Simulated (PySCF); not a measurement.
**F2GeH2: core ionisation energies**

Species: difluorogermane, F2GeH2.
SMILES with atom numbers: `[F:1][GeH2:2][F:3]`

Cartesian coordinates in Å at the PBE0-D3(BJ)/def2-SVP level; atoms count from 1:
```xyz
5
F2GeH2 angstrom
F     -1.3073    1.4364   -0.0809
Ge    -0.0526    0.2474   -0.0448
F      1.4223    1.1438   -0.1423
H     -0.0939   -0.4390    1.3201
H     -0.1715   -0.6020   -1.3102
```

Computed with PySCF 2.14.0, delta-SCF UKS SCAN, pcX-2 on the ionised atom, pcseg-1 elsewhere, spin-free X2C. These are vertical core ionisation energies against the vacuum level, from separate self-consistent calculations with and without the core hole.

Problem. List the computed XPS lines with their assignment.

Solution. 
| atom(s) | bonded to | level | binding energy (eV) | count |
| --- | --- | --- | --- | --- |
| F1/F3 | Ge | F 1s | 692.09 | 2 |

Problem. Which photon energy gives electrons from F 1s of F1/F3 a kinetic energy of 20 eV, and what is their de Broglie wavelength?

Solution. hν = 692.09 + 20 = 712.09 eV, recoil neglected; λ = 12.264 Å/√(E/eV) = 2.74 Å.

Problem. Which photon wavelength matches the F 1s of F1/F3 threshold?

Solution. λ = hc/E = 12398.42 eV Å / 692.09 eV = 17.914 Å.

Atoms equivalent by their bonding share one computed value, that of the first of them. No level of germanium is listed. Isolated species at its PBE0-D3(BJ)/def2-SVP geometry, gas phase.

Hardware: one thread of an x86-64 server, on a shared host. Cost: 1.9 s wall.
